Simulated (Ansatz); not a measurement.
The inner images of a band of CH₂Se₂ (5 atoms, charge 0, multiplicity 1) are given out of order.

Theory: RKS PBE0-D4/def2-SVP (Ansatz 0.2.0).

Initial state:

```xyz
5
Properties=species:S:1:pos:R:3
Se -0.430 -2.111 -0.535
C -0.115 -0.506 0.108
Se 0.260 0.987 -0.942
H -0.126 -0.303 1.187
H 0.411 1.932 0.182
```

Final state:

```xyz
5
Properties=species:S:1:pos:R:3
Se -0.260 -1.485 -1.118
C -0.122 -0.483 0.319
Se 0.263 1.332 0.464
H -0.269 -0.912 1.322
H 0.388 1.549 -0.988
```

**Question.** Put them in order from the first end to the last, with their energies above the first end.
A.
```xyz
5
Properties=species:S:1:pos:R:3
Se 1.043 -1.649 0.064
C -0.278 -0.502 0.141
Se -0.450 1.215 -0.639
H -1.196 -0.759 0.685
H 0.882 1.695 -0.251
```
B.
```xyz
5
Properties=species:S:1:pos:R:3
Se 0.904 -1.773 -0.120
C -0.264 -0.504 0.147
Se -0.399 1.194 -0.742
H -1.078 -0.649 0.868
H 0.836 1.731 -0.154
```
C.
```xyz
5
Properties=species:S:1:pos:R:3
Se 0.191 -2.093 -0.491
C -0.177 -0.497 0.127
Se -0.080 1.077 -0.912
H -0.539 -0.362 1.157
H 0.605 1.876 0.119
```
D.
```xyz
5
Properties=species:S:1:pos:R:3
Se 1.133 -1.522 0.260
C -0.288 -0.498 0.135
Se -0.489 1.242 -0.520
H -1.268 -0.869 0.467
H 0.913 1.647 -0.343
```
E.
```xyz
5
Properties=species:S:1:pos:R:3
Se 0.718 -1.889 -0.277
C -0.245 -0.503 0.147
Se -0.328 1.170 -0.823
H -0.924 -0.546 1.010
H 0.779 1.768 -0.057
```
F.
```xyz
5
Properties=species:S:1:pos:R:3
Se 0.474 -2.005 -0.406
C -0.212 -0.498 0.141
Se -0.219 1.124 -0.881
H -0.736 -0.445 1.106
H 0.693 1.824 0.040
```
G.
```xyz
5
Properties=species:S:1:pos:R:3
Se -0.118 -2.133 -0.533
C -0.145 -0.501 0.113
Se 0.087 1.032 -0.931
H -0.338 -0.310 1.179
H 0.514 1.912 0.172
```

**Answer.** G (+0.06 eV), C (+0.22 eV), F (+0.40 eV), E (+0.49 eV), B (+0.42 eV), A (+0.23 eV), D (+0.04 eV).

Run time: 4 min on 1 thread of Arm Neoverse V1 (shared host), peak memory 0.28 GiB.
